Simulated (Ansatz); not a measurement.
`[NH2][Al]([OH])[SiH3]` → `[NH2][Al][OH]`• + `[SiH3]`•  (homolysis of the Al–Si bond)

Computed with Ansatz on PBE0-D4/def2-TZVP structures; ΔE is electronic, products minus reactants. CCSD(T)/CBS is the MP2 limit (def2-TZVPP, def2-QZVPP) plus CCSD(T) − MP2 in def2-TZVPP, frozen cores. This one scheme is used for every species. DFT in def2-TZVPP. B3LYP here is the variant with VWN-RPA as its local correlation; programs differ in this. Open shells (•) are unrestricted, without spin–orbit coupling. Each species was taken in one conformer, which may not be the lowest.

`[NH2][Al]([OH])[SiH3]`:

Cartesian coordinates in Å:
```
N -1.536 0.813 1.108
Al -0.575 -0.337 0.182
O -1.248 -1.884 -0.023
Si 1.600 0.301 -0.738
H -2.437 0.618 1.514
H -1.257 1.760 1.304
H -0.822 -2.590 -0.504
H 2.694 -0.567 -0.215
H 1.955 1.711 -0.406
H 1.626 0.176 -2.224
```

`[NH2][Al][OH]`•:

Z-matrix (Å, degrees):
```
N
Al 1 1.769
H 1 1.006 2 125.0
H 1 1.009 2 124.1 3 180.0
O 2 1.705 1 116.1 3 -180.0
H 5 0.956 2 122.8 1 -180.0
```

`[SiH3]`•:

Cartesian coordinates in Å:
```
Si -0.102 -0.108 -0.303
H -0.580 1.289 -0.138
H 1.383 -0.175 -0.276
H -0.701 -1.007 0.717
```

```json
{"level": "revPBE-D4", "ΔE (eV)": "2.95", "difference from CCSD(T)/CBS": "-0.31"}
{"level": "BLYP-D4", "ΔE (eV)": "2.99", "difference from CCSD(T)/CBS": "-0.27"}
{"level": "r2SCAN-D4", "ΔE (eV)": "2.98", "difference from CCSD(T)/CBS": "-0.28"}
{"level": "ωB97X-V", "ΔE (eV)": "3.32", "difference from CCSD(T)/CBS": "0.06"}
{"level": "revPBE", "ΔE (eV)": "2.86", "difference from CCSD(T)/CBS": "-0.40"}
{"level": "B3LYP", "ΔE (eV)": "2.98", "difference from CCSD(T)/CBS": "-0.28"}
{"level": "LC-ωPBE", "ΔE (eV)": "3.06", "difference from CCSD(T)/CBS": "-0.20"}
{"level": "MP2/def2-TZVPP", "ΔE (eV)": "3.09", "difference from CCSD(T)/CBS": "-0.17"}
{"level": "MP2/def2-QZVPP", "ΔE (eV)": "3.14", "difference from CCSD(T)/CBS": "-0.12"}
{"level": "SCS-MP2/def2-QZVPP", "ΔE (eV)": "3.21", "difference from CCSD(T)/CBS": "-0.05"}
{"level": "CCSD(T)/CBS", "ΔE (eV)": "3.26", "difference from CCSD(T)/CBS": "0"}
```

Largest T1 diagnostic among the species: 0.015.

In def2-TZVPP, CCSD(T) changes the Hartree–Fock value by +0.89 eV (the triples alone add +0.05 eV) and MP2 by +0.82 eV; breaking electron pairs costs correlation energy, which Hartree–Fock lacks. At CCSD(T), def2-SVP lies −0.20 eV from the extrapolated value and def2-TZVPP −0.10 eV: correlation converges slowly with the basis, and small sets miss more of it in the bonded molecule than in its fragments.
